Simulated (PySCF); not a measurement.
Geometry (Å), atoms numbered from 1 in this order:
```xyz
15

N    -1.9033   -1.0815    0.1203
C    -1.8962    0.3087   -0.3209
Si   -0.1926    0.6932   -1.0566
N     0.9067   -0.0660    0.0512
Si    2.6278    0.0023    0.2389
H    -1.9355   -1.7148   -0.6769
H    -2.7230   -1.2887    0.6868
H    -2.7190    0.5986   -1.0065
H    -1.9924    0.9569    0.5672
H     0.0370    2.1685   -1.1597
H    -0.1001    0.1352   -2.4486
H     0.3952   -0.7721    0.5865
H     3.0546   -1.1428    1.0994
H     3.3297   -0.0928   -1.0816
H     3.0940    1.2731    0.8814
```

Geometry: PBE0-D3(BJ)/def2-SVP; GIAO shifts from PySCF, gas phase, non-relativistic, averaged over equivalent atoms.

At PBE0/pcSseg-1 (149 basis functions, 28 s wall time on 1 thread of an Arm Neoverse N1, shared host):
```csv
atoms,δ (ppm)
N1,19.5
N4,-9.4
C2,28.6
Si3,-32.5
Si5,-55.7
H13/H14/H15,4.72
H10/H11,4.68
H8/H9,2.36
H12,1.52
H6/H7,0.16
```

Shifts are taken against calculated references (same method and geometry level): 15N (265.67 ppm) against NH3; 13C (184.41 ppm) and 29Si (351.99 ppm) and 1H (31.27 ppm) against TMS.

What do these become at wB97X-D/pcSseg-2?

Answers


```json
{"atoms": "N1", "δ at wB97X-D/pcSseg-2": "15.5", "change": "-4.0"}
{"atoms": "N4", "δ at wB97X-D/pcSseg-2": "-5.9", "change": "+3.5"}
{"atoms": "C2", "δ at wB97X-D/pcSseg-2": "29.6", "change": "+1.0"}
{"atoms": "Si3", "δ at wB97X-D/pcSseg-2": "-34.0", "change": "-1.5"}
{"atoms": "Si5", "δ at wB97X-D/pcSseg-2": "-58.0", "change": "-2.3"}
{"atoms": "H13/H14/H15", "δ at wB97X-D/pcSseg-2": "4.70", "change": "-0.02"}
{"atoms": "H10/H11", "δ at wB97X-D/pcSseg-2": "4.64", "change": "-0.04"}
{"atoms": "H8/H9", "δ at wB97X-D/pcSseg-2": "2.31", "change": "-0.05"}
{"atoms": "H12", "δ at wB97X-D/pcSseg-2": "1.86", "change": "+0.34"}
{"atoms": "H6/H7", "δ at wB97X-D/pcSseg-2": "0.38", "change": "+0.22"}
```

Scale: 15N (σref 260.06) against NH3; TMS for 13C (σref 184.42) and 29Si (σref 340.70) and 1H (σref 31.36) (reference shieldings calculated alike).

The largest change is at N1 (amine nitrogen). Cost: 334 basis functions, 2.2 min wall time on 1 thread of an Arm Neoverse N1, shared host.

Experimental scales use liquid or dissolved standards, which lie at an offset from isolated NH3 (liquid NH3: subtract about 20 ppm).
